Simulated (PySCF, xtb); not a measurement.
silanone (H₂OSi), SMILES O=[SiH2].

GFN2-xTB (xtb 6.7.1) at its own geometry gives an orbital gap of 4.76 eV and a dipole moment of 3.77 D.

Geometry: ωB97X-D3(BJ)/def2-TZVP.

Problem. What does B3LYP/def2-TZVPD (PySCF) give? (An estimate is asked for; the answer gives what the named calculation found.)

Solution. gap 5.55 eV (levels -8.08 and -2.53 eV), dipole 3.76 D.
